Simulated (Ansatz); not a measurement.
Reactions of H4O2SSiTe, SMILES `O[Si](O)(S)[TeH]`.

Computed with Ansatz on PBE0-D4/def2-TZVP structures; ΔE is electronic, products minus reactants. CBS: MP2 limit from def2 TZ/QZ plus the TZ coupled-cluster correction, frozen cores. This one scheme is used for every species. def2 core potentials past Kr. For As, Te outer-core shells are correlated without core-valence functions, which leaves a few kJ/mol of doubt a bond. Scalar relativity is left out up to krypton. Each species was taken in one conformer, which may not be the lowest.

Question: Order these by ΔE at CCSD(T)/CBS, lowest first. (An estimate is asked.)
A. `O[Si](O)(S)[TeH]` + `NCF` → `NC(F)[TeH]` + `O[SiH](O)S`
B. `O[Si](O)(S)[TeH]` + `N[AsH2]` → `N[AsH][TeH]` + `O[SiH](O)S`
C. `O[Si](O)(S)[TeH]` + `O[SiH2][SiH3]` → `O[SiH]([SiH3])[TeH]` + `O[SiH](O)S`
D. `O[Si](O)(S)[TeH]` + `BC=O` → `O=CB[TeH]` + `O[SiH](O)S`
E. `O[Si](O)(S)[TeH]` + `NB(O)O` → `NB(O)[TeH]` + `O[Si](O)(O)S`
F. `O[Si](O)(S)[TeH]` + `C=CC` → `C=CC[TeH]` + `O[SiH](O)S`

Answer: D (-22.0 kJ/mol), C (-13.2 kJ/mol), B (-3.3 kJ/mol), E (+19.4 kJ/mol), F (+95.3 kJ/mol), A (+121.8 kJ/mol).

Largest T1 diagnostic: 0.021, for `BC=O`.
